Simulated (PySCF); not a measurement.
Species: BeMe(SiH3), CH6BeSi.
Cartesian coordinates in Å at the PBE0-D3(BJ)/def2-SVP level; atoms count from 1:
```
atom  x, y, z in Å
Be1    0.0061    0.0048    0.2790
C2    -0.0025   -0.0161    1.9550
H3    -1.0112   -0.2130    2.3619
H4     0.3326    0.9435    2.3889
H5     0.6621   -0.7986    2.3645
Si6    0.0046    0.0180   -1.9099
H7     1.3399    0.3965   -2.4821
H8    -0.9914    0.9904   -2.4725
H9    -0.3402   -1.3254   -2.4849
```

The closed-shell ground state was solved at several levels (PySCF, density fitting, gas phase, non-relativistic).

```json
{"level": "CAM-B3LYP/def2-SVPD", "basis functions": "104", "total energy (Eh)": "-345.7648", "HOMO (eV)": "-9.05", "LUMO (eV)": "-0.01", "gap (eV)": "9.04", "dipole (D)": "1.12"}
{"level": "PBE0/pcSseg-1", "basis functions": "83", "total energy (Eh)": "-345.7080", "HOMO (eV)": "-7.74", "LUMO (eV)": "-0.91", "gap (eV)": "6.83", "dipole (D)": "1.23"}
```

What might wB97X-D/pcSseg-1 (83 basis functions) give for the same quantities?

Total energy -345.8998 Eh, HOMO -9.60 eV, LUMO 0.84 eV, gap 10.44 eV, dipole 1.25 D.

Over all these levels, which gives the widest orbital gap and which the narrowest?

wB97X-D/pcSseg-1 (range-separated hybrid) has the widest, 10.44 eV, and PBE0/pcSseg-1 (global hybrid, 25 % exact exchange) the narrowest, 6.83 eV. The two share the basis. From the narrowest to the widest the HOMO moves by -1.86 eV and the LUMO by +1.75 eV.

How far do the dipole and the HOMO energy spread over the levels?

The dipole runs from 1.12 to 1.25 D (mean 1.20 D) and the HOMO from -9.60 to -7.74 eV.

wB97X-D is run here without its empirical dispersion term; that term would change no orbital, density or response property at a fixed geometry.
